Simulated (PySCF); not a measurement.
C2Cl4 (SMILES ClC(Cl)=C(Cl)Cl), singlet, geometry from GFN2-xTB. Base run: PBE0/6-31G, polarisability (PySCF).

The PySCF input:
```python
from pyscf import gto, scf, dft
from pyscf.prop import polarizability

mol = gto.Mole()
mol.atom = '''
    C     0.00305246    0.00262455    0.66926011
    C    -0.00305246   -0.00262455   -0.66926011
    Cl    0.00298418    1.45814059    1.57060993
    Cl    0.01139454   -1.44577756    1.58195950
    Cl   -0.00298418   -1.45814059   -1.57060993
    Cl   -0.01139454    1.44577756   -1.58195950
'''
mol.basis = '6-31g'
mol.verbose = 4
mol.build()

mf = dft.RKS(mol)
mf.xc = 'pbe0'
mf.kernel()
alpha = mf.Polarizability().polarizability()[2, 2]
print('alpha_zz =', alpha)
```

Variants of this job, named by their change:

```tsv
change	alpha_zz (bohr³)	basis functions	core-seconds (rough)
base	72.54	70	10
finite field (a.u.) = 0.001; conv_tol = 1e-11	72.54	70	20
basis = def2-SVP	74.51	100	20
finite field (a.u.) = 2e-4; conv_tol = 1e-6	72.57	70	10
functional = pbe	74.30	70	10
functional = lda,vwn	74.43	70	9
functional = camb3lyp	71.63	70	60
functional = hf	71.88	70	3
basis = 6-31G*	79.38	100	30
finite field (a.u.) = 0.02; conv_tol = 1e-11	72.54	70	20
basis = 6-31+G*	87.85	124	40
basis = cc-pVDZ	77.99	100	30
```

Finite-field rows take the second difference of the energy in a field along z; a small field with loose convergence shows SCF noise divided by the square of the field, and a large one adds hyperpolarisability.
